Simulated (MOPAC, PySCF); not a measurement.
CHNO, SMILES `N#CO`, neutral singlet in the gas phase. 

Cartesian coordinates (Å):
SMILES: OC#N
```xyz
4

N      1.6071    -0.1852     0.0908
C      0.4864     0.0758     0.1701
O     -0.7545     0.4404     0.2573
H     -1.3389    -0.3310     0.3056
```
Charge 0, spin multiplicity 1.

All levels are single points at this geometry (B3LYP-D3(BJ)/def2-TZVP); Pople sets use spherical d functions. Orbital energies aren't observables, and empty levels follow the basis.

HF/STO-3G in PySCF gives gap (eV) = 19.85.

Problem. Estimate the gap (eV) from each of these levels: PBE-D3(BJ)/def2-TZVP in PySCF; ωB97X-D3(BJ)/def2-TZVP in PySCF; B3LYP/6-31G* in PySCF; SVWN5/6-31G* in PySCF; HF/3-21G in PySCF; PM3 in MOPAC; PM6 in MOPAC; PM7 in MOPAC.

Solution. 
```csv
level,gap (eV)
PBE-D3(BJ)/def2-TZVP in PySCF,6.21
ωB97X-D3(BJ)/def2-TZVP in PySCF,13.10
B3LYP/6-31G* in PySCF,8.61
SVWN5/6-31G* in PySCF,6.78
HF/3-21G in PySCF,17.39
PM3 in MOPAC,12.82
PM6 in MOPAC,12.69
PM7 in MOPAC,12.83
```
